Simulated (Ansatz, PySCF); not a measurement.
CH10OSi4, SMILES [SiH3][Si@@H]1[SiH2]CO[SiH2]1.

The structure is a stationary point at PBE0-D3(BJ)/def2-SVP. The structure was generated by enumeration; whether it is a known compound was not checked. The values are those of a single conformer.

Vertical ionisation energy (IE) and electron affinity (EA) in eV. Rows of orbital energies are one-electron estimates. Where ΔSCF, EOM or ADC give a negative EA the extra electron is unbound and the value depends on the basis.

| level | IE | EA |
|---|---|---|
| −ε(HOMO), −ε(LUMO), CAM-B3LYP/def2-TZVP (PySCF) | 8.47 | -0.35 |
| −ε(HOMO), −ε(LUMO), PBE/def2-TZVP (PySCF) | 6.11 | 1.47 |
| ΔSCF, CAM-B3LYP/def2-SVPD (Ansatz), final states of multiplicity 2 and 2 | 9.07 | -0.85 |
| ΔSCF, PBE/def2-SVPD (Ansatz), final states of multiplicity 2 and 2 | (withheld) | (withheld) |

Q: Complete the blanks. (Estimate from the structure and the level; the computed values follow.)

A: 
- ΔSCF, PBE/def2-SVPD (Ansatz, an electronic-structure program), final states of multiplicity 2 and 2, IE: 8.61
- ΔSCF, PBE/def2-SVPD (Ansatz), final states of multiplicity 2 and 2, EA: -0.46

Q: What vertical singlet–triplet gap does ΔSCF give with CAM-B3LYP/def2-SVPD (Ansatz) and with PBE/def2-SVPD (Ansatz)? (The exact figures need the calculation; the answer reports its results.)

A: 5.17 and 4.47 eV (triplet above singlet where positive).
